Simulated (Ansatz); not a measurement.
Mulliken charges of CH4ClF2NSi (`CN[Si](F)(F)Cl`) from PBE/def2-TZVPP in Ansatz (PBE0-D4/def2-TZVP geometry).

```
atom   x (Å)   y (Å)   z (Å)  charge (e)
  C1  -0.343  -0.594  -1.255      -0.181
  N2   0.480   0.206  -0.370      -0.247
 Si3   0.242   0.450   1.267       0.702
  F4   0.532  -0.812   2.176      -0.252
  F5   1.245   1.575   1.737      -0.255
 Cl6  -1.668   0.979   1.690      -0.204
  H7   0.131  -1.545  -1.516       0.104
  H8  -1.295  -0.819  -0.771       0.086
  H9  -0.569  -0.052  -2.177       0.098
 H10   1.328   0.562  -0.780       0.150
```

By hand: the dipole of these point charges (1 e Å = 4.8032 D).

Σ q r = (0.048, -0.176, -0.682) e Å, of length 0.706 e Å = 3.39 D.

How does the dipole of the full density compare? (Best estimate.)

Computed: (0.049, -0.102, -0.568) e Å, 2.78 D; the point charges give 1.22 times that, at 4° from its direction.

Point charges leave out the atoms' own dipoles, such as those of lone pairs, and Mulliken's split depends on the basis, so the two needn't agree.
